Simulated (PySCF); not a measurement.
Si(OMe)4 (C4H12O4Si), SMILES CO[Si](OC)(OC)OC.

Coordinates come from a PBE0-D3(BJ)/def2-SVP optimisation. The isomer is the one that the SMILES or the coordinates give; other isomers of the formula were not compared. One conformer was computed; it need not be the lowest.

Method: PBE/def2-SVP (PySCF).

Isolated molecule, no solvent.

```json
{
 "total_energy": "-749.03698 hartree",
 "point_group": "S4",
 "highest_occupied_level": "-6.25 eV",
 "lowest_empty_level": "0.71 eV",
 "orbital_gap": "6.97 eV",
 "dipole_moment": "0.00 D",
 "quadrupole, principal values (traceless, Buckingham form, about the centre of nuclear charge)": "-0.69, -0.69, 1.37 D·Å",
 "mean_static_polarisability": "76.6 bohr³ (11.35 Å³)",
 "polarisability_principal_values": "76.4, 76.4, 77.0 bohr³"
}
```
